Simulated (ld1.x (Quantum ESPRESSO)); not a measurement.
**Scattering properties, ultrasoft potential for W**

tungsten (W), ultrasoft, made with ld1.x (Quantum ESPRESSO) 7.5 (revPBE, scalar-relativistic). Core [Xe] 4f14, reference 5d4 6s0 6p0 (charge +2). Waves: 6s (bound, empty): rcut 2.10, rcutus 2.85 bohr; 6s channel at -0.7 Ry: rcut 2.10, rcutus 2.85 bohr; 6p (bound, empty): rcut 2.75, rcutus 3.65 bohr; 6p channel at -0.35 Ry: rcut 2.75, rcutus 3.65 bohr; 5d (bound): rcut 1.50, rcutus 1.65 bohr; 5d channel at -1 Ry: rcut 1.50, rcutus 1.65 bohr. Local part: all-electron potential smoothed inside 3.20 bohr (lloc = -1). Core correction: none. Augmentation charge: built from norm-conserving waves at rcut, not smoothed further.

The phase is arctan(r·u′/u) with u = r·R(r), unwrapped; energies in Ry, scanned from -3 to 5 Ry. A pole is an energy at which the radial function vanishes at the test radius. The pseudo phase is shifted by a multiple of π to meet the all-electron one at the reference energy, and phase errors are pseudo minus all-electron; the curves can meet again beyond the range given. Levels narrower than the energy grid can be missing from the lists of poles.

```csv
channel,radius (bohr),reference energy (Ry),"poles, all-electron","poles, pseudo",unbroken range about the reference energy with phases within 0.05 rad,phase error 1 Ry above the reference energy (rad)
s,3.96,-1.41,"-1.10, 2.35","-1.10, 2.15, 2.88",below 2.3,+0.000
p,3.96,-0.95,"-0.30, 3.40","-0.30, 2.32, 4.76",below 1.2,+0.001
d,3.96,-1.45,"-1.40, 1.15","-1.40, 1.16",below 2.7,-0.000
```

Phases in the s channel:

```tsv
E (Ry)	all-electron	pseudo
-3.00	1.371	1.371
-2.76	1.352	1.352
-2.52	1.326	1.326
-2.28	1.286	1.286
-2.04	1.213	1.213
-1.80	1.026	1.026
-1.56	-0.087	-0.087
-1.32	-1.367	-1.367
-1.08	-1.583	-1.583
-0.84	-1.677	-1.677
-0.60	-1.748	-1.748
-0.36	-1.826	-1.826
-0.12	-1.939	-1.938
0.12	-2.159	-2.157
0.36	-2.755	-2.751
0.60	-3.806	-3.804
0.84	-4.280	-4.281
1.08	-4.461	-4.463
1.32	-4.553	-4.556
1.56	-4.610	-4.614
1.80	-4.649	-4.657
2.04	-4.680	-4.695
2.28	-4.705	-4.742
2.52	-4.728	-6.122
2.76	-4.750	-7.829
3.00	-4.771	-7.872
3.24	-4.795	-7.899
3.48	-4.824	-7.924
3.72	-4.860	-7.951
3.96	-4.913	-7.984
4.20	-5.001	-8.030
4.44	-5.189	-8.102
4.68	-5.777	-8.245
4.92	-6.984	-8.650
```
